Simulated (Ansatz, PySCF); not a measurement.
Process, species as SMILES: [F][Ge]([Cl])([Cl])[Cl] + 4 [H][H] (H2) -> 3 Cl (HCl) + F (HF) + [GeH4] (GeH4)
Each molecule is optimised on its own at B3LYP-D3(BJ)/def2-TZVP (Ansatz, a program for electronic structure).

Wanted: energy of full hydrogenation (0 K, with B3LYP-D3(BJ) harmonic zero-point energies from PySCF), in kJ/mol. Valence correlation only, unless marked. Spin-orbit coupling is left out. Frozen are the shells of the preceding noble gas and the d and f shells that filled before the atom's block. No relativistic terms. Basis-set limits of correlation are two-point, X^-3; Hartree-Fock from the larger set.

```json
[
 {"level": "BHLYP-D3(BJ)/def2-TZVPD", "program": "Ansatz + dftd3", "energy of full hydrogenation (kJ/mol)": "…"},
 {"level": "CAM-B3LYP-D3(BJ)/def2-TZVPD", "program": "Ansatz + dftd3", "energy of full hydrogenation (kJ/mol)": "204.7"},
 {"level": "B2GP-PLYP-D3(BJ)/def2-TZVPD", "program": "Ansatz + dftd3", "energy of full hydrogenation (kJ/mol)": "…"},
 {"level": "SCS-MP2/def2-SVPD", "program": "Ansatz", "energy of full hydrogenation (kJ/mol)": "174.5"},
 {"level": "CCSD/def2-SVP", "program": "Ansatz", "energy of full hydrogenation (kJ/mol)": "…"},
 {"level": "CCSD(T)/CBS(def2-TZVPPD,def2-QZVPPD)", "program": "Ansatz", "energy of full hydrogenation (kJ/mol)": "242.5"}
]
```

Task: Some entries are withheld; supply them.

Result: 
- BHLYP-D3(BJ)/def2-TZVPD, energy of full hydrogenation (kJ/mol): 217.7
- B2GP-PLYP-D3(BJ)/def2-TZVPD, energy of full hydrogenation (kJ/mol): 254.1
- CCSD/def2-SVP, energy of full hydrogenation (kJ/mol): 197.9
